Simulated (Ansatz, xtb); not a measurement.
**Relative energy of two isomers of C4H5BFN**

Structure a: `Bn1ccc(F)c1`, a singlet. Structure b: `Bc1cc[nH]c1F`, a singlet. Both are isolated molecules in the gas phase, relaxed with B3LYP/def2-SVP; the shapes shown needn't be the lowest conformers.

a (Å):

```xyz
12

C     0.7621   -1.6460    0.6298
C     0.8191   -1.7556   -0.7309
C    -0.1226   -0.7986   -1.2430
C    -0.7164   -0.1447   -0.2025
B    -0.5034   -0.2722    2.3061
F    -0.3626   -0.5976   -2.5358
N    -0.1723   -0.6647    0.9815
H    -1.3280    0.5883    2.4640
H     0.0572   -0.8193    3.2188
H     1.3053   -2.1803    1.4056
H     1.4438   -2.4247   -1.3185
H    -1.4701    0.6368   -0.1890
```

b (Å):

```xyz
12

C    -0.0461   -0.7798    1.0332
C     0.2501   -1.9959    0.2969
C     0.1688   -1.7407   -1.0450
C    -0.2943    0.1568    0.0287
B    -0.0876   -0.5379    2.5295
F    -0.6144    1.4348    0.1223
N    -0.1713   -0.3949   -1.1967
H    -0.3562    0.5536    2.9709
H     0.1492   -1.4403    3.2976
H     0.4968   -2.9545    0.7499
H     0.3173   -2.3755   -1.9150
H    -0.3068    0.1003   -2.0704
```

Q: Estimate E(b) − E(a) at the level CCSD(T)/def2-SVP + ΔMP2/def2-TZVPP.

A: Calculated at CCSD(T)/def2-SVP + ΔMP2/def2-TZVPP: E(b) − E(a) = +16.3 kcal/mol, so structure a lies lower.

How the difference moves with the method:

```csv
level,geometry,E(b) − E(a) (kcal/mol),departure from the last row (kcal/mol),"job, with rough time for the two"
GFN2-xTB,GFN2-xTB,+21.3,+5.0,"optimisation, 0.57 s"
HF/STO-3G,GFN2-xTB,+22.2,+5.9,"single point, 3.1 s"
r2SCAN-D4/def2-SVP,GFN2-xTB,+12.8,−3.5,"single point, 12 s"
B3LYP/def2-SVP,B3LYP/def2-SVP,+14.3,−2.0,"optimisation, 2.1 min"
HF/def2-SVP,B3LYP/def2-SVP,+14.5,−1.8,part of the CCSD(T) run
MP2/def2-SVP,B3LYP/def2-SVP,+14.4,−1.9,part of the CCSD(T) run
CCSD(T)/def2-SVP,B3LYP/def2-SVP,+15.5,−0.8,single point
CCSD(T)/def2-SVP + ΔMP2/def2-TZVPP,B3LYP/def2-SVP,+16.3,,"single point, 2.5 min"
```

As drawn, b has 1 C–B, 1 N–H in place of 1 B–N, 1 C–H.

The levels shown agree on the order. The largest departure from CCSD(T)/def2-SVP + ΔMP2/def2-TZVPP is that of HF/STO-3G, 5.9 kcal/mol. The last row adds to CCSD(T) the change of the MP2 difference between the two basis sets, here +0.8 kcal/mol.

With thermal terms from frequencies at re-optimised GFN2-xTB minima (ideal gas, soft modes damped towards free rotors, one conformer each, 298.15 K, 1 atm): the zero-point term adds −0.5 kcal/mol; ΔH is +16.0 and ΔG +15.6 kcal/mol.

The correlated steps freeze 7 core orbitals. Codes used: Ansatz 0.2.0, xtb 6.7.1; the last row on 2 threads of Intel(R) Xeon(R) Processor @ 2.50GHz (Skylake/Cascade Lake) on a shared host.
